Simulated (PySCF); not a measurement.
**`COc1ccc(C(F)(F)F)s1`, C$_{6}$H$_{5}$F$_{3}$OS**

Geometry (Å), atoms numbered from 1 in this order:
```xyz
16

C     3.1599   -0.1774    0.2594
O     2.1083   -0.9360   -0.2870
C     0.8809   -0.4437   -0.1426
C     0.4359    0.7087    0.4634
C    -0.9786    0.8282    0.3818
C    -1.5710   -0.2165   -0.2702
C    -3.0207   -0.3883   -0.5573
F    -3.3022   -0.2544   -1.8602
F    -3.7399    0.5235    0.1014
F    -3.4612   -1.6000   -0.1979
S    -0.4121   -1.3870   -0.8099
H     4.0860   -0.7244    0.0472
H     3.0430   -0.0646    1.3508
H     3.2106    0.8228   -0.2036
H     1.0843    1.4365    0.9481
H    -1.5492    1.6601    0.7949
```

Level of theory: quadratic response CAM-B3LYP/aug-cc-pVDZ first hyperpolarisability, Taylor convention, gas phase (PySCF). Geometry: PBE0-D3(BJ)/def2-SVP.

(1) Give the tensor of the static β(0;0,0) in the axes of these coordinates.

Answers

(1) In au, Taylor convention; rows are the first index (the induced dipole):
```tsv
	xx	yy	zz	xy	xz	yz
x	+159.1	-42.6	-37.4	-39.9	+4.4	-3.2
y	-39.9	-41.1	-11.7	-42.6	-3.2	+11.5
z	+4.4	+11.5	-59.7	-3.2	-37.4	-11.7
```
Norm of βᵢ = ⅓ Σⱼ (βᵢⱼⱼ + βⱼᵢⱼ + βⱼⱼᵢ): 129.5 au, hyper-Rayleigh value 75.2 au.
